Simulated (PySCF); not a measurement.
Species: C₇H₆Cl₂.
InChI=1S/C7H6Cl2/c8-7(9)5-6-3-1-2-4-6/h1-5,7H

Torsions of this conformer, `[Cl:1][CH:2]([Cl:3])[CH:4]=[C:5]1[CH:6]=[CH:7][CH:8]=[CH:9]1`: Cl1–C2–C4–C5 -120°.

The closed-shell ground state was solved at several levels (PySCF, density fitting, gas phase, non-relativistic). Isolated species at its GFN2-xTB geometry (one conformer only).

| level | basis functions | HOMO (eV) | LUMO (eV) | gap (eV) | dipole (D) |
| --- | --- | --- | --- | --- | --- |
| PBE0/def2-SVPD | 242 | -6.79 | -2.55 | 4.24 | 1.79 |
| PBE0/pcSseg-1 | 197 | -6.80 | -2.53 | 4.27 | 1.80 |

Estimate the row for CAM-B3LYP/def2-SVPD, a basis of 242 functions; the other rows only guide the guess.

HOMO -8.07 eV, LUMO -1.45 eV, gap 6.62 eV, dipole 1.84 D.

Over all these levels, which gives the widest orbital gap and which the narrowest?

CAM-B3LYP/def2-SVPD (range-separated hybrid) has the widest, 6.62 eV, and PBE0/def2-SVPD (global hybrid, 25 % exact exchange) the narrowest, 4.24 eV. The two share the basis. From the narrowest to the widest the HOMO moves by -1.28 eV and the LUMO by +1.10 eV.

How far do the dipole and the HOMO energy spread over the levels?

The dipole runs from 1.79 to 1.84 D (mean 1.81 D) and the HOMO from -8.07 to -6.79 eV.
